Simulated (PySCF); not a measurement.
## Energy of Mo²⁺ (molybdenum, charge +2) between two integer charges

The 4d alpha orbital of [Kr] 4d4 is emptied in steps (occupation f), with all orbitals relaxed, ending at [Kr] 4d3. Calculation: PySCF 2.14, in aug-cc-pVDZ-PP with ECP28MDF (5s5p4d2f, 54 functions); a scalar-relativistic core potential. The exact energy is a straight line in f; departures are measured from the line between the end points of the same method.

Task: Among UHF, LDA, PBE, which shows the largest delocalisation error (convex curve), and which is closest to linear?

Result: Most convex: LDA (-1.490 eV at f = 0.5); closest to linear: UHF (0.234 eV).

```json
{"f": "1", "UHF (eV)": "0.000", "LDA (eV)": "0.000", "PBE (eV)": "0.000"}
{"f": "0.75", "UHF (eV)": "0.180", "LDA (eV)": "-1.109", "PBE (eV)": "-1.090"}
{"f": "0.5", "UHF (eV)": "0.234", "LDA (eV)": "-1.490", "PBE (eV)": "-1.461"}
{"f": "0.25", "UHF (eV)": "0.170", "LDA (eV)": "-1.125", "PBE (eV)": "-1.101"}
{"f": "0", "UHF (eV)": "0.000", "LDA (eV)": "0.000", "PBE (eV)": "0.000"}
```

```
method  E(f=0) − E(f=1) (eV)  −ε at f=1 (eV)  −ε at f=0.5 (eV)
   UHF                26.088          27.078            26.062
   LDA                27.539          21.671            27.498
   PBE                27.319          21.545            27.288
```

Reference removal energy between the ground levels: 27.13 ± 0.12 eV (semi-empirical (NIST evaluation); NIST Atomic Spectra Database, ionization energies). The calculation has no spin-orbit coupling. The determinant left behind need not be the lowest term of the ion. UHF lacks correlation.
